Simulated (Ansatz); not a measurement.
`C#C[Se][SiH3]` → `C#C[SeH]` + `[SiH2]` at 700 K and 1 bar (silylene loss).

Gas-phase electronic energies from Ansatz, PBE0-D4/def2-TZVP geometries. CCSD(T)/CBS is the MP2 limit (def2-TZVPP, def2-QZVPP) plus CCSD(T) − MP2 in def2-TZVPP, frozen cores. This one scheme is used for every species. For Se outer-core shells are correlated without core-valence functions, which leaves a few kJ/mol of doubt a bond. Scalar relativity is left out up to krypton. Each species was taken in one conformer, which may not be the lowest.

| species | CCSD(T)/CBS energy (Eh) | H − E (kJ/mol) | S (J/(mol·K)) |
| --- | --- | --- | --- |
| `C#C[Se][SiH3]` | -2768.23066 | 183.7 | 435.5 |
| `C#C[SeH]` | -2477.92583 | 111.2 | 338.2 |
| `[SiH2]` | -290.19011 | 56.3 | 240.4 |

H − E and S are ideal-gas, rigid-rotor, harmonic terms from PBE0-D4/def2-TZVP, for one conformer and one mirror image of each species. 1 Eh = 2625.50 kJ/mol, R = 8.31446 J/(mol·K).

Question: By hand: ΔE, ΔH, ΔS and ΔG.

Answer: ΔE = (-2477.92583) + (-290.19011) − (-2768.23066) = 0.11472 Eh = 301.2 kJ/mol. Δ(H − E) = 111.2 + 56.3 − 183.7 = -16.2, so ΔH = 285.0 kJ/mol. ΔS = 338.2 + 240.4 − 435.5 = 143.1 J/(mol·K). ΔG = 285.0 − 700 × (143.1)/1000 = 184.8 kJ/mol.

Question: By hand: the equilibrium constant, and the temperature at which ΔG would vanish if ΔH and ΔS stayed fixed.

Answer: log₁₀ K = −ΔG/(RT ln 10) = -13.8. ΔG = 0 at ΔH/ΔS = 1992 K.

The number of gas molecules changes by +1, which sets the sign of ΔS. A doubt of 5 kJ/mol in ΔE shifts log₁₀ K by 0.4 here. Other conformers and mirror images would add mixing entropy, several J/(mol·K) or more a flexible species. These are equilibria of isolated gas molecules and say nothing of rates. Largest T1 diagnostic: 0.014 (customary marks: 0.02 for closed shells, 0.045 for open ones).
